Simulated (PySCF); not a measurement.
# Technetium: highly charged ions in a basis for the neutral atom

Tc¹¹⁺ [Ar] 3d10 4s2 4p2, Tc¹²⁺ [Ar] 3d10 4s2 4p1. All numbers are calculated (PySCF 2.14, a scalar-relativistic core potential, in def2-TZVP with the def2 core potential (28 electrons) (6s4p3d1f, 40 functions)). No spin-orbit coupling, so a gap to NIST mixes the basis error with missing relativistic terms.

Changed run: basis of the neutral atom used for a highly charged ion. This setting is unsound on purpose.

| species | method | sound run (hartree) | changed run (hartree) | converged |
| --- | --- | --- | --- | --- |
| Tc¹¹⁺ | UHF | not run | -41.95428 | yes |
| Tc¹¹⁺ | M06-2X | not run | -42.06565 | yes |
| Tc¹¹⁺ | MN15 | not run | -42.05365 | yes |
| Tc¹²⁺ | UHF | not run | -33.21930 | yes |
| Tc¹²⁺ | M06-2X | not run | -33.34373 | yes |
| Tc¹²⁺ | MN15 | not run | -33.33749 | yes |

Ionisation energy of Tc¹¹⁺:

```csv
method,changed run (eV),NIST (eV)
UHF,237.69,239 ± 2.5
M06-2X,237.34,239 ± 2.5
MN15,237.18,239 ± 2.5
```

The contracted functions were made for the neutral atom and can be too rigid for a highly charged ion.
